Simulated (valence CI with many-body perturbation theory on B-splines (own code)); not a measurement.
# Forbidden lines of Ce9+

Computed by configuration interaction combined with many-body perturbation theory (CI+MBPT): three valence electrons over a frozen Dirac-Fock core [Kr] 4d10, a basis of 8 s, 8 p, 9 d, 9 f, 6 g, 3 h, 2 i functions for each j, with the one-electron correlation potential Σ1, the two-electron term Σ2, the three-electron term Σ3, Breit, model QED; selected CI, second order for the rest, scaled by the run's own slope (own B-spline code, finite nucleus).

No measured levels were compared; by estimate levels hold to about 250 cm⁻¹ or 0.2 % of their energy and the worst to 1 %, as in measured heavy ions of charge 2 to 7; those with d or f electrons hold less well. Core correlation moves these levels by up to 41000 cm⁻¹, and in measured spectra 5 to 20 % of such shifts remained as error; rates that hang on mixing are uncertain with them.

Lines 1 to 30 of 30 in falling wavelength, among levels below 314360 cm⁻¹, chosen from the decays that carry over 1 % of a level's rate. Wavelengths and rates use the calculated energies, so an error of 400 cm⁻¹ moves a line at 9143 Å by 3.7 % and its rate by three times that or more. Electric multipoles are in the length gauge, E1 and E2 with the static RPA response of the core. S is in atomic units (e²a₀⁴ for E2 and M2, e²a₀⁶ for E3), for M1 in squared Bohr magnetons. Weak lines are less certain than strong ones. Lines between different terms over intervals too small for the method are left out, as are lines whose strength nearly cancels. The highest levels of a list are the least certain.

Names give the largest LS component (configuration and term), which can be under half, so a name can repeat, a term be missing and a line seem to break the LS rules; names also repeat where a configuration has a term twice. Letters in brackets count levels of one name in rising energy.

```csv
λ vac (Å),Upper,Lower,Type,A (s⁻¹),S (a.u.)
38630,4f 5s2 2F°_7/2,4f 5s2 2F°_5/2,M1,2.01e-01,3.44e+00
35470,4f2 5s 2H_11/2,4f2 5s 2H_9/2,M1,2.31e-01,4.58e+00
9143,4f2 5s 2H_11/2,4f2 5s 4H_13/2,M1,2.54e-01,8.63e-02
4107,4f 5s2 2F°_7/2,5s2 5p 2P°_3/2,E2,2.85e-01,2.38e+00
3724,4f 5s 5p 4G_11/2,4f 5s 5p 4F_9/2,M1,2.18e+02,5.02e+00
2991,5s2 5p 2P°_3/2,5s2 5p 2P°_1/2,M1,3.36e+02,1.33e+00
2991,5s2 5p 2P°_3/2,5s2 5p 2P°_1/2,E2,5.00e+00,4.27e+00
2411,4f2 5s 4H_11/2,4f 5s 5p 4G_11/2,E2,7.80e-01,6.81e-01
2350,4f2 5s 2H_11/2,4f 5s 5p 2G_9/2 [a],E2,1.19e+00,9.13e-01
2328,4f2 5s 4H_13/2,4f 5s 5p 4G_11/2,E2,5.63e+00,4.81e+00
2217,4f2 5s 4H_11/2,4f 5s 5p 4F_7/2 [b],E2,4.29e+00,2.46e+00
2200,4f2 5s 4H_11/2,4f 5s 5p 4G_9/2,E2,1.36e+00,7.50e-01
2131,4f2 5s 4H_13/2,4f 5s 5p 4G_9/2,E2,7.15e+00,3.92e+00
1965,4f2 5s 2H_11/2,4f 5s 5p 2F_7/2 [b],E2,9.47e-01,2.97e-01
1812,4f 5s2 2F°_5/2,5s2 5p 2P°_1/2,E2,1.30e+01,1.36e+00
1742,4f2 5s 2I_13/2,4f 5s 5p 2G_9/2 [a],E2,3.82e+01,7.68e+00
1689,4f2 5s 4H_11/2,4f 5s 5p 2G_7/2 [a],E2,4.51e+00,6.64e-01
1520,4f2 5s 2I_11/2,4f 5s 5p 2F_7/2 [b],E2,2.11e+01,1.84e+00
1464,4f2 5s 4H_11/2,4f 5s 5p 4F_9/2,E2,3.80e+01,2.74e+00
1432,4f2 5s 4H_13/2,4f 5s 5p 4F_9/2,E2,1.93e+01,1.46e+00
1432,4f2 5s 4H_11/2,4f 5s 5p 2F_7/2 [a],E2,5.58e+00,3.60e-01
1396,4f2 5s 2H_11/2,4f 5s 5p 2G_7/2 [a],E2,6.06e+00,3.44e-01
1381,4f2 5s 2I_11/2,4f 5s 5p 4F_7/2 [b],E2,8.72e+00,4.69e-01
1344,4f2 5s 4H_11/2,4f 5s 5p 4F_7/2 [a],E2,1.52e+01,7.14e-01
1216,4f2 5s 2H_11/2,4f 5s 5p 2F_7/2 [a],E2,4.41e+00,1.25e-01
1156,4f2 5s 2I_11/2,4f 5s 5p 2G_7/2 [a],E2,9.41e+01,2.08e+00
1152,4f2 5s 2H_11/2,4f 5s 5p 4F_7/2 [a],E2,4.69e-01,1.02e-02
1046,4f2 5s 2I_13/2,4f 5s 5p 4F_9/2,E2,4.90e+01,7.68e-01
1029,4f2 5s 2I_11/2,4f 5s 5p 2F_7/2 [a],E2,9.17e+00,1.14e-01
983.1,4f2 5s 2I_11/2,4f 5s 5p 4F_7/2 [a],E2,2.14e+01,2.11e-01
```
